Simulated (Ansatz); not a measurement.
`CSB(F)F` + HCl → `FB(F)Cl` + CH₃SH at 400 K and 1 bar (ligand exchange at a B–S bond).

Program: Ansatz. Geometries: PBE0-D4/def2-TZVP. ΔE: electronic, gas phase. CCSD(T)/CBS adds triple-zeta CCSD(T) − MP2 to the extrapolated MP2 energy (def2 sets, frozen cores). This one scheme is used for every species. One conformer a species, not always the lowest.

```csv
species,CCSD(T)/CBS energy (Eh),H − E (kJ/mol),S (J/(mol·K))
`CSB(F)F`,-662.16308,156.7,358.9
HCl,-460.38127,29.6,195.4
`FB(F)Cl`,-684.31926,47.0,292.6
CH₃SH,-438.22835,138.7,269.4
```

H − E and S are ideal-gas, rigid-rotor, harmonic terms from PBE0-D4/def2-TZVP, for one conformer and one mirror image of each species. 1 Eh = 2625.50 kJ/mol, R = 8.31446 J/(mol·K).

Q: By hand: ΔE, ΔH, ΔS and ΔG.

A: ΔE = (-684.31926) + (-438.22835) − (-662.16308) − (-460.38127) = -0.00326 Eh = -8.6 kJ/mol. Δ(H − E) = 47.0 + 138.7 − 156.7 − 29.6 = -0.6, so ΔH = -9.2 kJ/mol. ΔS = 292.6 + 269.4 − 358.9 − 195.4 = 7.7 J/(mol·K). ΔG = -9.2 − 400 × (7.7)/1000 = -12.3 kJ/mol.

Q: By hand: the equilibrium constant, and the temperature at which ΔG would vanish if ΔH and ΔS stayed fixed.

A: log₁₀ K = −ΔG/(RT ln 10) = 1.6. ΔH and −TΔS have one sign here, so there is no such temperature.

TΔS isn't small against ΔH here. A doubt of 5 kJ/mol in ΔE shifts log₁₀ K by 0.7 here. Other conformers and mirror images would add mixing entropy, several J/(mol·K) or more a flexible species. These are equilibria of isolated gas molecules and say nothing of rates. Largest T1 diagnostic: 0.012 (customary marks: 0.02 for closed shells, 0.045 for open ones).

ΔS is within the doubt of such terms, so its sign, and with it that verdict, could turn.
